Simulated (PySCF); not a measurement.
## How exact exchange moves a shielding

Molecule: SMILES CCC[SiH2]OC, C₄H₁₂OSi.

Geometry:
| atom | x (Å) | y (Å) | z (Å) |
| --- | --- | --- | --- |
| C1 | -2.862 | 0.126 | -0.074 |
| C2 | -1.399 | 0.459 | -0.322 |
| C3 | -0.584 | -0.731 | -0.829 |
| Si4 | 1.229 | -0.362 | -1.085 |
| O5 | 1.821 | 0.137 | 0.394 |
| C6 | 3.134 | 0.567 | 0.612 |
| H7 | -3.422 | 1.002 | 0.288 |
| H8 | -2.965 | -0.671 | 0.681 |
| H9 | -3.353 | -0.228 | -0.995 |
| H10 | -1.328 | 1.287 | -1.049 |
| H11 | -0.940 | 0.837 | 0.607 |
| H12 | -0.651 | -1.574 | -0.117 |
| H13 | -0.996 | -1.108 | -1.784 |
| H14 | 1.435 | 0.725 | -2.100 |
| H15 | 1.972 | -1.575 | -1.559 |
| H16 | 3.389 | 1.452 | 0.000 |
| H17 | 3.247 | 0.846 | 1.671 |
| H18 | 3.874 | -0.224 | 0.390 |

GIAO shieldings (ppm, equivalent atoms averaged) in PySCF 2.14 on the PBE0-D3(BJ)/def2-SVP geometry, basis pcSseg-1, gas phase, non-relativistic:

```tsv
functional	exact exchange (%)	σ(C6)	σ(Si4)	σ(O5)
BLYP	0	118.5	335.6	316.6
BP86	0	123.3	341.3	322.6
PBE	0	123.8	341.6	322.1
B3LYP	20	124.3	348.7	328.2
mPW1PW91	25	129.4	357.5	334.4
BHandHLYP	50	131.5	369.1	341.4
HF	100	142.3	406.1	357.5
```

(1) Fit each shielding as a line in the percentage of exact exchange.

(2) What does the line predict for PBE0 (25 %), and what does the run give?

Answers

(1) σ(C6) = 121.9 + 0.20 x (rms 1.9 ppm); σ(Si4) = 338.8 + 0.66 x (rms 2.6 ppm); σ(O5) = 321.4 + 0.38 x (rms 2.5 ppm). The functionals also differ in their semilocal parts, which the line can't hold; Hartree–Fock has no correlation at all.

(2) σ(C6): 126.9 predicted, 130.3 computed; σ(Si4): 355.3 predicted, 358.3 computed; σ(O5): 330.9 predicted, 335.1 computed ppm.
